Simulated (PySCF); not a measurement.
Geometry (Å), atoms numbered from 1 in this order:
```xyz
12

O     2.5775    1.1497    0.3312
C     1.9710    0.1378    0.1187
N     0.6066    0.0428    0.0353
C    -0.1140   -1.1076   -0.2086
C    -1.4334   -0.7956   -0.2156
C    -1.5410    0.6038    0.0323
C    -0.2838    1.0878    0.1811
H     2.4588   -0.8425   -0.0348
H     0.3839   -2.0458   -0.3542
H    -2.2497   -1.4708   -0.3786
H    -2.4535    1.1631    0.0899
H     0.0789    2.0764    0.3772
```

PySCF calculation with σ from GIAO-PBE0/pcSseg-1, spin–spin couplings from B3LYP/pcJ-1 (spin–dipole term only in couplings to heteroatoms) and geometry from GFN2-xTB; a single conformation, fast rotation and ring inversion assumed for equivalent nuclei, no solvent, non-relativistic.

Shifts are taken against calculated references (same method and geometry level): $^{1}$H (31.72 ppm) against TMS.

The spectrum was simulated from the full spin Hamiltonian at 300 MHz with 1.2 Hz Lorentzian lines, from shifts rounded to 0.01 ppm and J to 0.1 Hz, couplings under 1 Hz left out.

Problem. List the maxima of its $^{1}$H spectrum with integrals.

Solution. 
Maxima in Hz from TMS (height), grouped by integral:
1H: 2670.0 (100)
2H: 2187.2 (4), 2183.7 (60), 2181.3 (56), 2180.8 (56), 2178.4 (63), 2174.8 (4)
2H: 1998.2 (4), 1994.6 (63), 1992.2 (56), 1991.7 (56), 1989.4 (60), 1985.8 (4)

Problem. Summarise it as multiplets with assignments.

Solution. $^{1}$H NMR (300 MHz, computed): δ 8.90 (s, 1H, H8), 7.27 (m, 2H, H9/H12), 6.64 (m, 2H, H10/H11). These are first-order names; overlap and second-order distortion can hide them in the list.

Multiplet labels drop couplings under 1 Hz and merge nearly equal ones. Couplings among chemically equivalent protons are left out too, so labels in AA′BB′ or AA′XX′ sets are apparent multiplicities. Unscaled 3J(H,H) at this level run about 10 % above measured values.
